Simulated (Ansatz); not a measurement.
AlH6NOSiSn, SMILES `[OH][Al]1[SiH2][NH][SnH2]1`, relaxed with RKS PBE0-D4/def2-TZVP in the Gaussian-basis code of Ansatz from a PBE-D4/def2-SVP geometry. The force threshold is 0.005 eV/Å; the program also tests the step.

The species carries charge 0 and has multiplicity 1. Sn: def2 effective core potential.

Start:

```xyz
11

O     1.093   -2.008   -2.206
Al    0.503   -0.940   -1.000
Si   -0.248   -1.019    1.330
N    -0.513    0.709    1.191
Sn   -0.088    1.655   -0.657
H     1.350   -1.792   -3.116
H    -1.488   -1.838    1.631
H     0.766   -1.431    2.378
H    -0.874    1.260    1.979
H    -1.547    2.455   -1.190
H     1.045    2.947   -0.341
```

Q: By how much does the energy fall, and how many steps does the optimiser take? (An estimate is asked.)

A: The calculation gave: 6.46 kJ/mol, in 9 steps, 1 of them rejected.

Q: Which bonds change most? (Estimate.)

A: The calculation gave: N4–Sn5 from 2.120 to 2.077 Å; Si3–N4 from 1.753 to 1.724 Å; O1–Al2 from 1.715 to 1.689 Å; Sn5–H10 from 1.747 to 1.721 Å.

Q: Give the relaxed structure. (Estimate.)

A: Ansatz gave: 
```xyz
11

O     1.090   -1.981   -2.211
Al    0.504   -0.962   -0.998
Si   -0.250   -0.999    1.326
N    -0.513    0.698    1.174
Sn   -0.087    1.613   -0.641
H     1.332   -1.720   -3.097
H    -1.477   -1.795    1.640
H     0.750   -1.385    2.370
H    -0.867    1.245    1.946
H    -1.518    2.409   -1.173
H     1.037    2.880   -0.335
```
